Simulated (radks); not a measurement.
Species: Ca XVI. Configuration: [He] 2s2 2p1. Method: Dirac Kohn-Sham, LB94 model potential, spin-unpolarised, spherical densities, finite nucleus; open shells fill j = l - 1/2 first; Fermi nuclear charge, rms radius 3.4776 fm; computed with a radial shooting solver on a logarithmic mesh with Libxc functionals.

Radial electron density D(r) = 4 pi r^2 rho(r):

```
   r/bohr * D(r) (the largest magnitude, 23, reaches the edge; | marks zero)
 0.002797 |*
 0.003104 |*
 0.003472 | *
 0.003883 | *
 0.004309 |  *
 0.004819 |  *
  0.00539 |   *
 0.005981 |    *
  0.00669 |     *
 0.007483 |      *
 0.008303 |       *
 0.009287 |         *
  0.01039 |           *
  0.01153 |             *
  0.01289 |                *
  0.01442 |                   *
    0.016 |                      *
   0.0179 |                         *
  0.02002 |                             *
  0.02221 |                                 *
  0.02484 |                                     *
  0.02779 |                                         *
  0.03083 |                                             *
  0.03449 |                                                *
  0.03858 |                                                   *
   0.0428 |                                                     *
  0.04788 |                                                      *
  0.05355 |                                                      *
  0.05942 |                                                    *
  0.06646 |                                                 *
  0.07434 |                                             *
  0.08249 |                                        *
  0.09226 |                                   *
   0.1032 |                             *
   0.1145 |                        *
   0.1281 |                     *
   0.1433 |                   *
    0.159 |                  *
   0.1778 |                   *
   0.1989 |                    *
   0.2207 |                      *
   0.2468 |                       *
   0.2761 |                       *
   0.3063 |                      *
   0.3426 |                   *
   0.3832 |               *
   0.4252 |           *
   0.4756 |       *
    0.532 |    *
   0.5903 |  *
   0.6603 |*
   0.7385 |*
   0.8195 *
   0.9166 *
    1.025 *
    1.138 *
    1.272 *
```

D(r) has 2 maxima, at r = 0.0494, 0.261 bohr, and minima at 0.158 bohr, inside which lie 2.19 electrons.
